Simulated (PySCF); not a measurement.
**A small calculation by hand: chemical shift, span and skew from a shielding tensor**

Ge(F)2(Cl)(Me) (CH3ClF2Ge), SMILES [CH3][Ge]([F])([F])[Cl]. Atoms are numbered in the order given.

```xyz
8

C     -1.5896    -1.2690     0.0000
Ge     0.0331    -0.2542     0.0000
F      1.0196    -0.6349     1.3612
F      1.0196    -0.6349    -1.3612
Cl    -0.2462     1.8566     0.0000
H     -2.1731    -1.0221     0.8971
H     -2.1731    -1.0221    -0.8971
H     -1.3445    -2.3400     0.0000
```

Geometry optimised at PBE0-D3(BJ)/def2-SVP. The structure was generated by enumeration, and PubChem lists no compound with its InChIKey, so it may never have been made.

GIAO shieldings from HF/pcSseg-1 (PySCF), non-relativistic, no solvent. The symmetric part of the tensor of F3 has the principal values 320.2, 372.6, 412.7 ppm. The same nucleus in CFCl3 has σ = 238.5 ppm at this level (PySCF, at its B3LYP-D3(BJ)/def2-TZVP geometry). Without spin–orbit terms, shifts of atoms bonded to Cl or Br come out too high.

**Question.** Work out the isotropic shielding, the ¹⁹F shift against CFCl3, the span and the skew.

**Answer.** 
σ(iso) = (σ11 + σ22 + σ33)/3 = 368.5 ppm. δ = σ(ref) − σ(iso) = 238.5 − (368.5) = -130.0 ppm.
Span Ω = σ33 − σ11 = 92.5 ppm. Skew κ = 3(σ(iso) − σ22)/Ω = -0.13. Tumbling in solution averages the tensor to δ; in a static solid the shielding alone would spread this spin-1/2 line over Ω.
